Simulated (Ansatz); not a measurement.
Relaxation of AlBrH$_{3}$NO (7 atoms, charge 0, multiplicity 1), to a largest force component of 0.03 eV/Å in at most 50 steps.

Theory: RKS BLYP/def2-SVP (Ansatz 0.2.0).

```xyz
7
Properties=species:S:1:pos:R:3
Al 0.341 0.174 -0.042
Br 1.719 -1.617 0.696
N -1.254 -0.548 0.097
H -1.097 -1.500 0.445
O 0.806 1.736 -0.549
H -2.232 -0.311 -0.057
H 1.717 2.066 -0.590
```

Question: Where does it end, and by what steps?

Answer: It converged. After 6 steps the energy has fallen by 0.275 eV; Br2 moved furthest, 0.47 Å.

```tsv
step	energy less start (eV)	largest force component (eV/Å)	accepted
0	0.0000	0.711	yes
1	-0.1448	0.479	yes
2	-0.2030	0.592	yes
3	-0.2437	0.686	yes
4	-0.2684	0.611	yes
5	-0.2743	0.045	yes
6	-0.2745	0.019	yes
```

```xyz
7
Properties=species:S:1:pos:R:3
Al 0.425 -0.013 0.037
Br 2.134 -1.402 0.649
N -1.247 -0.596 0.113
H -1.531 -1.529 0.421
O 0.699 1.594 -0.501
H -2.064 -0.036 -0.142
H 1.585 1.983 -0.578
```

Whether the end is a true minimum wasn't checked by a vibrational analysis.

The run took 14 s on 2 threads of Intel(R) Xeon(R) Platinum 8259CL CPU @ 2.50GHz (Skylake/Cascade Lake), with other jobs on the host, peak memory 0.17 GiB.
